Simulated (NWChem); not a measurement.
CH$_{5}$FOSi; SMILES O([SiH2]F)C

```xyz
9

Si    -0.5115     0.6497    -0.0400
F      0.8036     1.5838    -0.0022
O     -0.2072    -0.8482     0.5619
C      0.5317    -1.8488    -0.1300
H     -0.9270     0.5521    -1.4638
H     -1.5381     1.2490     0.8361
H      1.6077    -1.7187     0.0357
H      0.2308    -2.8250     0.2603
H      0.3334    -1.8262    -1.2106
```
Atoms are numbered in this order, from 1.

The geometry was optimised at B3LYP/6-31G* (spherical d).

**Question.** Give the principal values of the shielding tensors (ppm) of Si1, F2, O3, C4 from PBE/pcSseg-1, GIAO (NWChem), with their diamagnetic and paramagnetic parts as GIAO splits them.

**Answer.** 
```csv
atom,σ11,σ22,σ33,isotropic,diamagnetic,paramagnetic
Si1,336.6,346.4,376.2,353.1,880.8,-527.7
F2,232.2,339.6,385.0,318.9,473.5,-154.6
O3,158.4,301.0,346.6,268.7,395.1,-126.4
C4,91.7,95.8,180.2,122.6,246.5,-123.9
```
